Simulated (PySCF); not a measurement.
## How the method changes the constants of ZnH

State: ²Σ⁺ (doublet), unpaired electrons σ ↑. Set-up: Zn def2-TZVPPD, H def2-TZVPPD; no relativity (PySCF 2.14). De refers to Zn + H in their ground configurations, without counterpoise correction. The functionals are run spin-unrestricted. A positive dipole means Zn(−)H(+).

| Level | Re (Å) | ωe (cm⁻¹) | De (eV) | μ (D) | CPU s a point (SCF and correlation, without the integrals) |
| --- | --- | --- | --- | --- | --- |
| UHF | 1.629 | 1617 | 0.85 | -0.83 | 0.65 |
| UHF-MP2 | 1.558 | 1728 | 0.98 | n/a | 1.1 |
| UHF-SCS-MP2 | 1.571 | 1701 | 0.99 | n/a | n/a |
| UHF-CCSD | 1.593 | 1608 | 1.05 | n/a | n/a |
| UHF-CCSD(T) | 1.590 | 1603 | 1.03 | n/a | 61 |
| PBE | 1.621 | 1491 | 0.99 | -0.46 | 0.69 |
| revPBE | 1.626 | 1483 | 0.97 | -0.51 | 0.44 |
| TPSS | 1.610 | 1552 | 1.25 | -0.53 | 0.91 |
| r²SCAN | 1.598 | 1574 | 1.23 | -0.53 | 0.91 |
| M06-L | 1.619 | 1499 | 0.88 | -0.63 | 0.94 |
| PBE0 | 1.611 | 1565 | 1.05 | -0.55 | 1.5 |
| M06 | 1.633 | 1434 | 0.66 | -0.57 | 1.3 |
| BHandHLYP | 1.616 | 1563 | 1.05 | -0.69 | 0.85 |
| CAM-B3LYP | 1.604 | 1578 | 1.08 | -0.58 | 2 |

Which functional lies closest to UHF-CCSD(T) in De, which farthest, and by how much do they differ from it?

Closest is PBE0 (+2.1 pm in Re, -2.4 % in ωe, +0.02 eV in De against UHF-CCSD(T) in the same basis), farthest M06 (+4.3 pm in Re, -10.5 % in ωe, -0.37 eV in De). CCSD(T) converges more slowly with the basis than the functionals do and binds too weakly in this one, so the order can change at the basis-set limit.

What does the step from GGA to meta-GGA do here, going from PBE to r²SCAN?

r²SCAN less PBE: -2.3 pm in Re, +5.6 % in ωe, +0.24 eV in De. 

What does second-order correlation do here, going from UHF to UHF-MP2?

UHF-MP2 less UHF: -7.1 pm in Re, +6.9 % in ωe, +0.13 eV in De. Correlation nearly always deepens the well. The bond shortens, as in weak, metallic or heavy-atom bonds, where dispersion and the correlation of outer-core electrons pull the atoms together.

Correlated steps freeze 5 core orbitals. The state is the lowest determinant that a PBE0 search found; another state may lie lower at other levels.

The whole job (state search and all levels along the bond) took about 11 min on 1 thread of Intel Xeon Platinum 8488C (shared host), peak memory 2.5 GiB.
